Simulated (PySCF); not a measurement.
Computed Raman spectrum (relative Raman activity) of a molecule C2H8Si2. Coordinates come from a PBE0-D3(BJ)/def2-SVP optimisation. One conformer was computed; it need not be the lowest. Calculation: PBE0-D3(BJ)/def2-SVP in PySCF 2.14.0. Frequencies are harmonic and unscaled.

Lines under 2 % of the strongest are left out, and lines within 2 cm⁻¹ are merged.

ν (cm⁻¹): 530 (vw), 550 (vw), 934 (w), 951 (w), 1298 (vw), 1658 (w), 2223 (m), 2226 (vs), 2236 (m), 3130 (m) (against the strongest line: vs over 80 %, s over 45 %, m over 15 %, w over 4 %, vw less)

Which structure fits?
(A) [SiH3]/C=C/[SiH3]
(B) C1[SiH2]C[SiH2]1
(C) C=C[SiH2][SiH3]
(D) C=C([SiH3])[SiH3]

A, [SiH3]/C=C/[SiH3]
